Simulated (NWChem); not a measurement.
Everything below was run with NWChem. System: AsO, charge 1, spin multiplicity 1, at the geometry of a parent with another charge or spin, in a state set for the comparison that need not be this species' ground state. Level: RHF/def2-TZVPD.

The NWChem input:

```
start mol
memory heap 200 mb stack 900 mb global 1100 mb
charge 1
geometry units angstroms nocenter noautoz
  As     0.000000     0.000000     0.316208
  O      0.000000     0.000000    -1.304359
  symmetry group C2v
end
basis spherical
  * library def2-tzvpd
end
scf
  rhf
  nopen 0
  maxiter 100
  thresh 1e-7
  semidirect memsize 60000000 filesize 0
end
task scf energy
```

NWChem printed:

```
             Northwest Computational Chemistry Package (NWChem) 7.3.0
             --------------------------------------------------------

                                NWChem Input Module
                                -------------------

 Scaling coordinates for geometry "geometry" by  1.889725989
 (inverse scale =  0.529177249)

 Turning off AUTOSYM since
 SYMMETRY directive was detected!

                             Geometry "geometry" -> ""
                             -------------------------

 Output coordinates in angstroms (scale by  1.889725989 to convert to a.u.)

  No.       Tag          Charge          X              Y              Z
 ---- ---------------- ---------- -------------- -------------- --------------
    1 As                  33.0000     0.00000000     0.00000000     0.31620800
    2 O                    8.0000     0.00000000     0.00000000    -1.30435900

 Effective nuclear repulsion energy (a.u.)      86.2061202875

            Nuclear Dipole moment (a.u.)
            ----------------------------
        X                 Y               Z
 ---------------- ---------------- ----------------
     0.0000000000     0.0000000000    -0.0000151178

      Symmetry information
      --------------------

 Group name             C2v
 Group number             16
 Group order               4
 No. of unique centers     2

      Symmetry unique atoms

     1    2


 Summary of "ao basis" -> "" (spherical)
 ------------------------------------------------------------------------------
       Tag                 Description            Shells   Functions and Types
 ---------------- ------------------------------  ------  ---------------------
 *                         def2-tzvpd                 on all atoms

 Summary of "ao basis" -> "ao basis" (spherical)
 ------------------------------------------------------------------------------
       Tag                 Description            Shells   Functions and Types
 ---------------- ------------------------------  ------  ---------------------
 As                        def2-tzvpd               18       54   7s5p5d1f
[...]
  ----- ------------  ---------------      ----- ------------  ---------------
    61      0.397503  2 O  px                64      0.367418  2 O  px
    17      0.269457  1 As px                67      0.224841  2 O  px

 Vector   20  Occ=2.000000D+00  E=-7.802030D-01  Symmetry=b2
              MO Center= -1.8D-30,  1.4D-17, -9.7D-01, r^2= 1.1D+00
   Bfn.  Coefficient  Atom+Function         Bfn.  Coefficient  Atom+Function
  ----- ------------  ---------------      ----- ------------  ---------------
    62      0.397503  2 O  py                65      0.367418  2 O  py
    18      0.269457  1 As py                68      0.224841  2 O  py

 Vector   21  Occ=0.000000D+00  E=-2.858230D-01  Symmetry=b1
              MO Center= -2.0D-15, -5.2D-30,  2.6D-01, r^2= 2.5D+00
   Bfn.  Coefficient  Atom+Function         Bfn.  Coefficient  Atom+Function
  ----- ------------  ---------------      ----- ------------  ---------------
    20      0.553672  1 As px                17      0.489699  1 As px
    11     -0.256886  1 As px                61     -0.220279  2 O  px
    67     -0.213700  2 O  px                64     -0.197916  2 O  px

 Vector   22  Occ=0.000000D+00  E=-2.858230D-01  Symmetry=b2
              MO Center=  4.3D-31, -4.7D-16,  2.6D-01, r^2= 2.5D+00
   Bfn.  Coefficient  Atom+Function         Bfn.  Coefficient  Atom+Function
  ----- ------------  ---------------      ----- ------------  ---------------
    21      0.553672  1 As py                18      0.489699  1 As py
    12     -0.256886  1 As py                62     -0.220279  2 O  py
    68     -0.213700  2 O  py                65     -0.197916  2 O  py

 Vector   23  Occ=0.000000D+00  E=-1.268371D-01  Symmetry=a1
              MO Center= -3.8D-15,  1.0D-14,  4.8D-01, r^2= 4.6D+00
   Bfn.  Coefficient  Atom+Function         Bfn.  Coefficient  Atom+Function
  ----- ------------  ---------------      ----- ------------  ---------------
    60      0.805431  2 O  s                 45     -0.489940  1 As d  0
    22     -0.348825  1 As pz                59     -0.343328  2 O  s
     7     -0.311268  1 As s                 19     -0.239653  1 As pz
     6      0.221730  1 As s                 66     -0.158258  2 O  pz
    63     -0.150103  2 O  pz

 center of mass
 --------------
 x =   0.00000000 y =   0.00000000 z =   0.05877466

 moments of inertia (a.u.)
 ------------------
         123.616869606407           0.000000000000           0.000000000000
           0.000000000000         123.616869606407           0.000000000000
           0.000000000000           0.000000000000           0.000000000000

  Mulliken analysis of the total density
  --------------------------------------

    Atom       Charge   Shell Charges
 -----------   ------   -------------------------------------------------------
    1 As  33    31.61   2.00  2.00  1.17  0.77  1.15  0.82 -0.04  5.99  5.75  0.35  1.12  0.34  8.96  1.07  0.04  0.07 -0.00  0.04
    2 O    8     8.39   0.79  1.18  0.61  1.00  0.29 -0.01  1.71  1.92  0.83  0.00  0.00  0.03  0.03  0.00

       Multipole analysis of the density wrt the origin
       ------------------------------------------------

     L   x y z        total         open         nuclear
     -   - - -        -----         ----         -------
     0   0 0 0      1.000000      0.000000     41.000000

     1   1 0 0     -0.000000      0.000000      0.000000
     1   0 1 0     -0.000000      0.000000      0.000000
     1   0 0 1      1.566333      0.000000     -0.000015

     2   2 0 0    -12.928853      0.000000      0.000000
     2   1 1 0     -0.000000      0.000000      0.000000
     2   1 0 1     -0.000000      0.000000      0.000000
     2   0 2 0    -12.928853      0.000000      0.000000
     2   0 1 1     -0.000000      0.000000      0.000000
     2   0 0 2    -15.173013      0.000000     60.388150

 Task  times  cpu:        2.2s     wall:        2.2s

 Total times  cpu:        2.3s     wall:        2.3s
```
